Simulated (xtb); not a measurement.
C2H11NSi3, SMILES CC[Si@H]1N[SiH2][SiH2]1. All values are semi-empirical tight-binding results from xtb (GFN2-xTB unless named), good for trends rather than for accurate numbers. The structure is a stationary point at GFN2-xTB. The structure was generated by enumeration; whether it is a known compound was not checked. One conformer was computed; it need not be the lowest.

Optimised geometry:

Bonds (Å): C1–C2 1.523, C1–H7 1.088, C1–H8 1.088, C1–H9 1.089, C2–Si3 1.906, C2–H10 1.092, C2–H11 1.091, Si3–N4 1.752, Si3–Si6 2.331, Si3–H12 1.476, N4–Si5 1.750, N4–H13 1.008, Si5–Si6 2.328, Si5–H14 1.470, Si5–H15 1.470, Si6–H16 1.472, Si6–H17 1.470. Bond angles (°): C2–C1–H7 110.5, C2–C1–H8 110.5, C2–C1–H9 111.3, H7–C1–H8 108.0, H7–C1–H9 108.1, H8–C1–H9 108.3, C1–C2–Si3 111.8, C1–C2–H10 109.0, C1–C2–H11 109.2, Si3–C2–H10 110.4, Si3–C2–H11 109.8, H10–C2–H11 106.4, C2–Si3–N4 112.1, C2–Si3–Si6 119.6, C2–Si3–H12 107.1, N4–Si3–Si6 83.4, N4–Si3–H12 109.6, Si6–Si3–H12 122.3, Si3–N4–Si5 114.6, Si3–N4–H13 123.0, Si5–N4–H13 122.4, N4–Si5–Si6 83.6, N4–Si5–H14 109.9, N4–Si5–H15 109.9, Si6–Si5–H14 122.4, Si6–Si5–H15 121.7, H14–Si5–H15 106.1, Si3–Si6–Si5 78.4, Si3–Si6–H16 119.1, Si3–Si6–H17 118.5, Si5–Si6–H16 118.4, Si5–Si6–H17 117.9, H16–Si6–H17 104.0.
Charge 0, spin multiplicity 1.

Computed properties:
orbital gap: 3.58 eV
dipole moment: 0.37 D
zero-point energy: 76.1 kcal/mol
G − E(el) at 298.15 K (modified RRHO): 54.1 kcal/mol
static polarisability (D4 model): 114.0 bohr³
solvation energy, GFN2-xTB/ALPB(water): -0.6 kcal/mol
solvation energy, GFN2-xTB/ALPB(thf): -6.0 kcal/mol

Computed atomic charges and the Wiberg bond orders between heavy atoms:
charges (e) C1 -0.10, C2 -0.15, Si3 0.42, N4 -0.49, Si5 0.40, Si6 0.29, H7 0.02, H8 0.02, H9 0.03, H10 0.01, H11 0.01, H12 -0.10, H13 0.12, H14 -0.11, H15 -0.12, H16 -0.11, H17 -0.12. Bond orders C1–C2 1.04, C2–Si3 0.85, Si3–N4 1.06, N4–Si5 1.06, Si3–Si6 0.82, Si5–Si6 0.84.
